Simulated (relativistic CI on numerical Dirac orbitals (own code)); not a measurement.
The 34-electron sequence from Se to I¹⁹⁺

These numbers are calculated, not measured: Dirac-Coulomb-Breit CI, orbitals from a KLI potential per configuration, QED by a radiative potential, unscaled Slater integrals (own radial code, finite nucleus).

Configurations in the expansion (outside the closed core [Ar] 3d10): 4s2.4p4, 4s.4p5, 4p6, 4s2.4p3.4d, 4s.4p4.4d, 4s2.4p3.4f, 4s.4p4.4f. Double excitations out of closed p, d and f shells are left out; levels of such configurations are missing from the list, as are those of other unlisted configurations, and high levels can miss mixing partners.

Energies above each ion's lowest level, in eV. Levels are followed by their leading LS label, which can pass from one level to another where the coupling changes.

| Ion | 4s2.4p4 3P_2 | 4s2.4p4 3P_1 | 4s2.4p4 3P_0 | 4s2.4p4 1D_2 | 4s2.4p4 1S_0 | 4s2.4p3.4d 5D°_4 | 4s2.4p3.4d 5D°_3 |
| --- | --- | --- | --- | --- | --- | --- | --- |
| Se | 0 | 0.24246 | 0.3142 | 1.4591 | 2.7656 | 6.922 | 6.9228 |
| Br⁺ | 0 | 0.37609 | 0.47654 | 1.7971 | 3.8087 | 12.545 | 12.543 |
| Kr²⁺ | 0 | 0.54458 | 0.66655 | 2.1171 | 4.6484 | 17 | 16.987 |
| Rb³⁺ | 0 | 0.75068 | 0.88261 | 2.4418 | 5.4361 | 21.124 | 21.094 |
| Sr⁴⁺ | 0 | 0.99847 | 1.1231 | 2.7877 | 6.2321 | 25.103 | 25.051 |
| Zr⁶⁺ | 0 | 1.637 | 1.6651 | 3.5959 | 7.9515 | 32.877 | 32.761 |
| Nb⁷⁺ | 0 | 2.037 | 1.9584 | 4.0766 | 8.9143 | 36.728 | 36.566 |
| Mo⁸⁺ | 0 | 2.4973 | 2.2608 | 4.6171 | 9.9709 | 40.573 | 40.353 |
| Tc⁹⁺ | 0 | 3.0229 | 2.5678 | 5.2229 | 11.139 | 44.421 | 44.129 |
| Ru¹⁰⁺ | 0 | 3.6193 | 2.8759 | 5.8994 | 12.437 | 48.276 | 47.896 |
| Rh¹¹⁺ | 0 | 4.292 | 3.1822 | 6.6522 | 13.879 | 52.142 | 51.654 |
| Pd¹²⁺ | 0 | 5.0465 | 3.4844 | 7.487 | 15.483 | 56.02 | 55.405 |
| Ag¹³⁺ | 0 | 5.8889 | 3.7811 | 8.4097 | 17.261 | 59.909 | 59.148 |
| Cd¹⁴⁺ | 0 | 6.8254 | 4.0715 | 9.4266 | 19.229 | 63.811 | 62.882 |
| In¹⁵⁺ | 0 | 7.8624 | 4.3553 | 10.544 | 21.4 | 67.726 | 66.608 |
| Sn¹⁶⁺ | 0 | 9.0065 | 4.6324 | 11.769 | 23.788 | 71.652 | 70.324 |
| Sb¹⁷⁺ | ? | ? | ? | ? | ? | ? | ? |
| Te¹⁸⁺ | 0 | 11.644 | 5.1677 | 14.568 | 29.275 | 79.544 | 77.73 |
| I¹⁹⁺ | 0 | 13.153 | 5.4266 | 16.158 | 32.403 | 83.513 | 81.421 |

(1) Fill in the row of Sb¹⁷⁺.

The lowest level keeps the configuration 4s2.4p4 and J = 2 throughout.

Between Z = 50 and 53 the energy of 4s2.4p4 3P_1 follows a local power law Z^6.5. For orientation: electrostatic splittings inside a shell grow about linearly with the screened charge, excitations that change n as its square, and fine structure as its fourth power; written in Z itself the exponents are larger, since the screened charge grows faster in proportion.

The members near neutrality are the least accurate: they can be off by several eV, miss lower levels of configurations outside the list, or start from a wrong lowest level.

Results:

(1) 4s2.4p4 3P_2 0, 4s2.4p4 3P_1 10.265, 4s2.4p4 3P_0 4.9031, 4s2.4p4 1D_2 13.108, 4s2.4p4 1S_0 26.409, 4s2.4p3.4d 5D°_4 75.591, 4s2.4p3.4d 5D°_3 74.031 (eV).
